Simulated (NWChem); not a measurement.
System: ZnBr, doublet; SMILES [Zn][Br]

All runs: NWChem. Pople sets run with spherical d functions. Spin-unrestricted. Spin-contaminated determinants: UHF/STO-3G (<S²> = 0.92). This build's default masses of Se (78.918 u) and Br (79.917 u) are each other's, which moves their modes by up to 0.6 %. The spin multiplicity was typed, not searched, and may not be the lowest. No stability test was run on the SCF state. Each level has its own optimisation; frequencies are unscaled.

```tsv
level	r Br–Zn (Å)	highest harmonic frequency (cm⁻¹)	zero-point energy (kcal/mol)	dipole (D)
UHF/6-31G*	2.319	279	0.4	3.59
UHF/STO-3G	2.162	257	0.4	1.42
PBE-D3(BJ)/def2-SVP	2.319	261	0.4	2.86
```
